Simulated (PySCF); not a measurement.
CH9NO2Si2. Atoms are numbered in the order given.

```xyz
15

O     -1.4815    -0.7897     1.2008
Si    -1.6136     0.2328    -0.1046
O     -1.9529     1.8122     0.3062
C      0.1146     0.2819    -0.8878
N      0.9755    -0.7468    -0.2805
Si     2.6955    -0.5113    -0.0874
H     -0.5403    -0.9362     1.3969
H     -2.7024    -0.2965    -0.9690
H     -2.8293     1.9974     0.6637
H      0.5212     1.2772    -0.6360
H      0.0917     0.2369    -1.9944
H      0.6838    -1.6927    -0.5174
H      2.9058     0.7158     0.7321
H      3.4551    -0.3323    -1.3676
H      3.2272    -1.7146     0.6135
```
Charge 0, spin multiplicity 1.

Geometry optimised at B3LYP-D3(BJ)/def2-SVP. This is a generated structure with no PubChem entry under its InChIKey; it may be hypothetical. Other conformers were not sampled.

Computed with PySCF with SMD-M06-2X/6-31G*.

Solvation free energies are E(SMD) − E(gas) at the gas-phase geometry, for 1 M in both phases. In vacuum the dipole moment is 1.05 D.

### Question
Rank water, N,N-dimethylformamide, benzene by solvation free energy, most negative first.

### Answer
water (-7.5 kcal/mol), N,N-dimethylformamide (-6.6 kcal/mol), benzene (-4.3 kcal/mol)
